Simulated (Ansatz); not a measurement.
Computed with Ansatz.

A structure relaxed at PBE0-D4/def2-TZVP, charge 0, multiplicity 1:

Cartesian coordinates in Å:
```
C -0.3896 1.4825 0.0909
S -1.2730 -0.0667 0.4495
Si 0.2284 -1.4673 0.0317
F 1.4566 -1.3287 1.0348
Cl 1.0265 -1.2015 -1.8309
H -1.1090 2.2847 0.2490
H 0.4515 1.6166 0.7687
H -0.0510 1.5010 -0.9437
H -0.3403 -2.8205 0.1500
```

Give its formula and SMILES.

CH4ClFSSi, `CS[SiH](F)Cl`.

Summarise the bond lengths by kind.

1 × C–S 1.819 Å; 3 × C–H 1.089 Å; 1 × S–Si 2.095 Å; 1 × F–Si 1.592 Å; 1 × Cl–Si 2.044 Å; 1 × H–Si 1.473 Å.
